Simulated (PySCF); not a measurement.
PySCF 2.14 output of an unrestricted r2SCAN calculation on a single atom or ion in ANO-RCC-VTZP, with scalar relativity by spin-free X2C-1e:

```
SCF conv_tol = 1e-09
number electrons alpha = 40  beta = 34
    J. W. Furness, A. D. Kaplan, J. Ning, J. P. Perdew, and J. Sun.,  J. Phys. Chem. Lett. 11, 8208-8215 (2020)
    J. W. Furness, A. D. Kaplan, J. Ning, J. P. Perdew, and J. Sun.,  J. Phys. Chem. Lett. 11, 9248-9248 (2020)
    J. W. Furness, A. D. Kaplan, J. Ning, J. P. Perdew, and J. Sun.,  J. Phys. Chem. Lett. 11, 8208-8215 (2020)
    J. W. Furness, A. D. Kaplan, J. Ning, J. P. Perdew, and J. Sun.,  J. Phys. Chem. Lett. 11, 9248-9248 (2020)
cycle= 1 E= -16142.9763258734  delta_E= -0.0192  |g|= 0.367  |ddm|= 0.191
cycle= 2 E= -16142.9606111642  delta_E= 0.0157  |g|= 0.597  |ddm|= 0.126
cycle= 3 E= -16142.9850420496  delta_E= -0.0244  |g|= 0.0121  |ddm|= 0.0883
cycle= 4 E= -16142.9850824235  delta_E= -4.04e-05  |g|= 0.00179  |ddm|= 0.00944
cycle= 5 E= -16142.9850832082  delta_E= -7.85e-07  |g|= 0.000142  |ddm|= 0.00105
cycle= 6 E= -16142.985083215  delta_E= -6.84e-09  |g|= 2.46e-05  |ddm|= 0.00034
cycle= 7 E= -16142.9850832155  delta_E= -4.69e-10  |g|= 3.92e-06  |ddm|= 8.69e-05
converged SCF energy = -16142.9850832155  <S^2> = 12.003365  2S+1 = 7.0009613
```

The run itself started from symmetry-adapted Hartree-Fock orbitals and held the occupation by maximum overlap, on a logarithmic radial grid, so the iterations belong to that start.

Which element, charge and spin multiplicity is this?

W (tungsten, neutral), multiplicity 7; the state was [Xe] 4f14 5d4 6s1 6p1, one real determinant (an excited configuration).

⟨L²⟩ = 8.00 against 12 for a pure F term, so this real determinant mixes terms. Spin-orbit coupling, absent here, splits the open shell strongly.
